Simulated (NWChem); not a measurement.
CH₃BO₃; SMILES O=CB(O)O

```xyz
8

O      0.1386    -1.8817     0.0000
C     -0.6386    -0.9485     0.0000
B     -0.0271     0.5408     0.0000
O      1.3202     0.6222     0.0000
O     -0.8376     1.6195     0.0000
H     -1.7427    -1.1432     0.0000
H      1.6749    -0.2819     0.0000
H     -0.3481     2.4508     0.0000
```
Atoms are numbered in this order, from 1.

Program: NWChem. Pople sets run with spherical d functions. All runs use the structure optimised with PBE0/def2-SVP. Atomic charges in e: unrestrained fits to the electrostatic potential beside Mulliken populations; buried atoms are poorly determined by the fit.

Q: Estimate the computed values for Hartree-Fock/6-31G*. Quantities: ESP O1; Mulliken O1; ESP C2; Mulliken C2; ESP B3; Mulliken B3; ESP O4; Mulliken O4; ESP O5; Mulliken O5; relative RMS misfit of the potential (%).

A: 
```json
{
  "ESP O1": "-0.49",
  "Mulliken O1": "-0.51",
  "ESP C2": "0.31",
  "Mulliken C2": "0.10",
  "ESP B3": "0.78",
  "Mulliken B3": "0.76",
  "ESP O4": "-0.74",
  "Mulliken O4": "-0.74",
  "ESP O5": "-0.82",
  "Mulliken O5": "-0.73",
  "relative RMS misfit of the potential (%)": "16"
}
```
